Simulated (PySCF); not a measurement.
**Bond curve of CI**

Set-up: basis C cc-pVTZ, I cc-pVTZ-PP with ECP28; scalar-relativistic core potentials; PySCF 2.14. Energies in eV from C + I in their ground configurations at the same level. State: ²Π (doublet), unpaired electrons π ↑.

All columns are PBE0. A positive dipole means C(−)I(+).

```tsv
R (Å)	E (eV)	μ (D)	Mulliken charge on C (basis-dependent)	HOMO (eV)	LUMO (eV)	Mayer bond order	⟨S²⟩
1.753	-2.017	2.87	-0.30	-5.62	-2.99	1.96	0.76
1.834	-2.612	2.55	-0.28	-5.86	-3.17	1.85	0.76
1.916	-2.932	2.21	-0.25	-6.10	-3.35	1.76	0.76
1.977	-3.042	1.95	-0.22	-6.27	-3.49	1.70	0.76
2.038	-3.069	1.68	-0.19	-6.44	-3.63	1.64	0.76
2.099	-3.034	1.41	-0.16	-6.61	-3.77	1.59	0.76
2.181	-2.917	1.05	-0.12	-6.82	-3.96	1.53	0.76
2.283	-2.693	0.62	-0.07	-7.05	-4.18	1.46	0.76
2.405	-2.360	0.12	-0.02	-7.27	-4.44	1.39	0.77
2.568	-1.873	-0.49	0.04	-7.45	-4.77	1.30	0.78
```

A fit through these points gives, at Re = 2.031 Å, μ = 1.71 D and dμ/dR = -4.40 D/Å; the reduced mass is 10.96 u.

Q: How strong is the fundamental in the double-harmonic approximation, I = 42.26·(dμ/dR)²/μred km/mol?

A: I = 42.26·(-4.40)²/10.96 = 74.6 km/mol at PBE0.

These are scalar-relativistic numbers at best; spin–orbit coupling would shift them, the dissociation energy most. The state is the lowest determinant that a PBE0 search found; another state may lie lower at other levels.
